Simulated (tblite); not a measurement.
Compound: C₄H₁₄B₃N₃.
Numbering: `[CH3:1][CH2:2][CH2:3][N:4]1[BH:5][NH:6][B:7]([CH3:8])[NH:9][BH:10]1` (hydrogens: H11, H12, H13 on C1; H14, H15 on C2; H16, H17 on C3; H18 on B5; H19 on N6; H20, H21, H22 on C8; H23 on N9; H24 on B10)

Computed with GFN2-xTB (tblite), gas phase: L-BFGS steps from a force-field or distance-geometry start until the largest atomic force falls under 0.01 eV/Å.

At the end of the run (lengths in Å): N4–B5 1.420, N9–B10 1.416, N6–B7 1.419, B5–N6 1.416, N4–B10 1.421, B7–N9 1.419, C3–H17 1.094, B5–N6–B7 123.5°, B5–N4–B10 120.6°, C3–N4–B5 119.6°, C2–C3–N4 111.3°, C1–C2–C3–N4 180°, C2–C3–N4–B5 88°, C3–N4–B5–N6 -177°, H23–N9–B7–N6 180°, H19–N6–B7–C8 -1°.

**Question.** These geometries were met on the way; a selection of coordinates is given. Order them by energy above the end point, lowest first.
A. N4–B5 1.433, N9–B10 1.404, N6–B7 1.414, B5–N6 1.399, N4–B10 1.426, B7–N9 1.417, C3–H17 1.103, B5–N6–B7 121.1°, B5–N4–B10 120.1°, C3–N4–B5 116.5°, C2–C3–N4 122.7°, C1–C2–C3–N4 148°, C2–C3–N4–B5 159°, C3–N4–B5–N6 161°, H23–N9–B7–N6 172°, H19–N6–B7–C8 -9°
B. N4–B5 1.442, N9–B10 1.419, N6–B7 1.445, B5–N6 1.417, N4–B10 1.434, B7–N9 1.445, C3–H17 1.083, B5–N6–B7 118.8°, B5–N4–B10 123.9°, C3–N4–B5 107.9°, C2–C3–N4 119.3°, C1–C2–C3–N4 163°, C2–C3–N4–B5 163°, C3–N4–B5–N6 120°, H23–N9–B7–N6 -163°, H19–N6–B7–C8 -29°
C. N4–B5 1.424, N9–B10 1.417, N6–B7 1.412, B5–N6 1.412, N4–B10 1.428, B7–N9 1.414, C3–H17 1.096, B5–N6–B7 122.9°, B5–N4–B10 121.1°, C3–N4–B5 111.5°, C2–C3–N4 119.5°, C1–C2–C3–N4 154°, C2–C3–N4–B5 165°, C3–N4–B5–N6 141°, H23–N9–B7–N6 167°, H19–N6–B7–C8 -10°
D. N4–B5 1.429, N9–B10 1.418, N6–B7 1.462, B5–N6 1.408, N4–B10 1.448, B7–N9 1.473, C3–H17 1.159, B5–N6–B7 114.4°, B5–N4–B10 120.2°, C3–N4–B5 107.1°, C2–C3–N4 115.7°, C1–C2–C3–N4 168°, C2–C3–N4–B5 164°, C3–N4–B5–N6 113°, H23–N9–B7–N6 -128°, H19–N6–B7–C8 -55°
E. N4–B5 1.554, N9–B10 1.539, N6–B7 1.532, B5–N6 1.527, N4–B10 1.530, B7–N9 1.520, C3–H17 1.106, B5–N6–B7 107.6°, B5–N4–B10 108.0°, C3–N4–B5 109.3°, C2–C3–N4 110.1°, C1–C2–C3–N4 -176°, C2–C3–N4–B5 164°, C3–N4–B5–N6 77°, H23–N9–B7–N6 -64°, H19–N6–B7–C8 -115°

**Answer.** A (0.568 eV), C (0.988 eV), B (1.659 eV), D (2.683 eV), E (5.098 eV).

| step | E above end (eV) | rms distance from the end, all atoms (Å) | largest force (eV/Å) | rms shift of all bonds from the end (Å) |
| --- | --- | --- | --- | --- |
| 27 | 0.568 | 0.948 | 0.773 | 0.007 |
| 22 | 0.988 | 0.974 | 0.832 | 0.009 |
| 15 | 1.659 | 1.028 | 1.256 | 0.017 |
| 11 | 2.683 | 1.070 | 1.691 | 0.026 |
| 0 | 5.098 | 1.195 | 2.807 | 0.061 |

Rows stand in the order of the answer.
